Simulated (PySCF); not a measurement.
pyrimidine (C4H4N2), SMILES c1ncccn1.

Geometry optimised at PBE0-D3(BJ)/def2-SVP.

All values below come from TDDFT-CAM-B3LYP/def2-SVPD (PySCF).

Vertical excitations. The molecule is in vacuum. State labels are in the subgroup C2v.

Computed excitation energies, oscillator strengths and character:
```json
[
 {"state": "S1", "symmetry": "B1", "energy (eV)": "4.54", "λ (nm)": "273", "f": "0.006", "main pairs": "HOMO→LUMO 99 %"},
 {"state": "S2", "symmetry": "A2", "energy (eV)": "4.88", "λ (nm)": "254", "f": "0.000", "main pairs": "HOMO→LUMO+1 99 %"},
 {"state": "S3", "symmetry": "B2", "energy (eV)": "5.88", "λ (nm)": "211", "f": "0.044", "main pairs": "HOMO−1→LUMO 75 %, HOMO−3→LUMO+1 24 %"},
 {"state": "S4", "symmetry": "A2", "energy (eV)": "5.94", "λ (nm)": "209", "f": "0.000", "main pairs": "HOMO−2→LUMO 97 %"},
 {"state": "S5", "symmetry": "B1", "energy (eV)": "6.21", "λ (nm)": "200", "f": "0.006", "main pairs": "HOMO−2→LUMO+1 99 %"},
 {"state": "S6", "symmetry": "A1", "energy (eV)": "6.75", "λ (nm)": "184", "f": "0.050", "main pairs": "HOMO−1→LUMO+1 76 %, HOMO−3→LUMO 22 %"},
 {"state": "S7", "symmetry": "B2", "energy (eV)": "7.45", "λ (nm)": "166", "f": "0.000", "main pairs": "HOMO→LUMO+2 86 %"},
 {"state": "S8", "symmetry": "A1", "energy (eV)": "7.72", "λ (nm)": "161", "f": "0.435", "main pairs": "HOMO−3→LUMO 74 %, HOMO−1→LUMO+1 22 %"},
 {"state": "S9", "symmetry": "B2", "energy (eV)": "7.91", "λ (nm)": "157", "f": "0.478", "main pairs": "HOMO−3→LUMO+1 72 %, HOMO−1→LUMO 23 %"},
 {"state": "S10", "symmetry": "B1", "energy (eV)": "8.00", "λ (nm)": "155", "f": "0.019", "main pairs": "HOMO−1→LUMO+2 98 %"},
 {"state": "T1", "symmetry": "B1", "energy (eV)": "4.01", "λ (nm)": "309", "f": "0", "main pairs": "HOMO→LUMO 95 %"},
 {"state": "T2", "symmetry": "A1", "energy (eV)": "4.49", "λ (nm)": "276", "f": "0", "main pairs": "HOMO−1→LUMO+1 72 %, HOMO−3→LUMO 24 %"},
 {"state": "T3", "symmetry": "A2", "energy (eV)": "4.54", "λ (nm)": "273", "f": "0", "main pairs": "HOMO→LUMO+1 89 %"},
 {"state": "T4", "symmetry": "B2", "energy (eV)": "4.79", "λ (nm)": "259", "f": "0", "main pairs": "HOMO−1→LUMO 97 %"}
]
```
Triplets are in the Tamm–Dancoff approximation, which puts them higher than full response would, so one can lie above its singlet here.
